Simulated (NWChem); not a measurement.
Ionisation of Sn (-1)

```
Sn
```
Charge -1, spin multiplicity 4.

Everything below was run with NWChem.

Basis set: def2-TZVPD. The species with one electron less has spin multiplicity 3. Δ marks differences of total energies (open shells unrestricted). −ε marks an orbital energy of the parent. That orbital need not have the symmetry of the hole or added electron in the Δ rows.

Effective core potentials replace the inner electrons of Sn; spin-orbit coupling is left out. B3LYP has NWChem's definition, with VWN1-RPA local correlation. The stability of the SCF solutions was not checked. Open-shell Hartree-Fock references start from PBE0 orbitals.

**Question.** Order these methods by the first vertical ionisation energy they give, lowest first: −ε(alpha HOMO) of BLYP, −ε(alpha HOMO) of PBE, −ε(alpha HOMO) of B3LYP, G0W0@PBE, ΔPBE, −ε(alpha HOMO) of HF.

**Answer.** −ε(alpha HOMO) of BLYP (-1.60 eV), −ε(alpha HOMO) of PBE (-1.32 eV), −ε(alpha HOMO) of B3LYP (-0.82 eV), G0W0@PBE (0.93 eV), ΔPBE (1.30 eV), −ε(alpha HOMO) of HF (1.46 eV)
